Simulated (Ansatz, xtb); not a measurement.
**BF2Si2: 5 structures ranked**

5 gas-phase structures of BF2Si2, found in a search over its isomers (lower ones may exist). Each was relaxed with GFN2-xTB; where two conformers were screened, the lower at r2SCAN-D4/def2-SVP//GFN2-xTB is listed:

A. `F[Si]B=[Si]F`, a doublet
B. `F[Si]/B=[Si]/F`, a doublet
C. a doublet given by its coordinates
D. `F[Si](F)B=[Si]`, a doublet
E. a doublet given by its coordinates

E (Å):

```yaml
atoms:
  - { symbol: B, position_ang: [-0.6824, 2.4111, -1.5437] }
  - { symbol: F, position_ang: [-1.4252, 2.3205, -2.6686] }
  - { symbol: F, position_ang: [2.3044, 1.0745, -1.6578] }
  - { symbol: Si, position_ang: [-0.4589, 2.9877, 0.2969] }
  - { symbol: Si, position_ang: [1.0517, 1.8822, -0.9342] }
```

Close contacts (Å): B1–F2 1.35, B1–Si4 1.94, B1–Si5 1.91, F3–Si5 1.66, Si4–Si5 2.24.

C (Å):

| atom | x (Å) | y (Å) | z (Å) |
| --- | --- | --- | --- |
| B | -0.6726 | 2.4085 | -1.4996 |
| F | -1.6065 | 1.5991 | -2.0446 |
| F | -1.1509 | 3.6525 | -1.2802 |
| Si | 1.1108 | 1.8561 | -1.0792 |
| Si | 3.1119 | 1.2229 | -0.5751 |

Close contacts (Å): B1–F2 1.35, B1–F3 1.35, B1–Si4 1.91, Si4–Si5 2.16.

**Question.** Estimate their order in r2SCAN-D4/def2-SVP//GFN2-xTB energy at these geometries, lowest first.

**Answer.** Calculated order at r2SCAN-D4/def2-SVP//GFN2-xTB: E (0.0), C (3.3), D (30.8), B (55.1), A (65.5) kcal/mol.

Energies above the lowest of each column, in kcal/mol; the last columns are at r2SCAN-D4/def2-SVP geometries and were run for some of them only (a dash: not run or not comparable):

```csv
structure,GFN2-xTB,HF/STO-3G,r2SCAN-D4/def2-SVP//GFN2-xTB,r2SCAN-D4/def2-SVP,CCSD(T)/def2-SVP
E,21.3,38.0,0.0,0.0,0.0
C,0.0,0.0,3.3,6.2,0.0
D,3.6,83.1,30.8,–,–
B,14.0,107.7,55.1,–,–
A,21.9,116.6,65.5,–,–
```

CCSD(T)/def2-SVP has C and E within 1 kcal/mol of each other at the bottom, and every level picks one of them. CCSD(T)/def2-SVP orders those it was run on as C (0.0), E (0.0) kcal/mol. Less than 1 kcal/mol parts C and E, so the order within that pair means little. Some further structures that were screened fall inside this span and aren't listed. Flexible structures stand in one conformer each, not always the lowest. Frequencies (r2SCAN-D4/def2-SVP) were run for C, E alone. Open shells are spin-unrestricted, some with notable spin contamination. Large T1 diagnostics make some coupled-cluster values less sure.

Over these structures GFN2-xTB departs from r2SCAN-D4/def2-SVP//GFN2-xTB by 22.2 kcal/mol on average once a common shift is removed. A GFN2-xTB relaxation took about 0.38 s and the r2SCAN-D4/def2-SVP//GFN2-xTB energy about 11 s on a shared host (Ansatz 0.2.0, xtb 6.7.1).
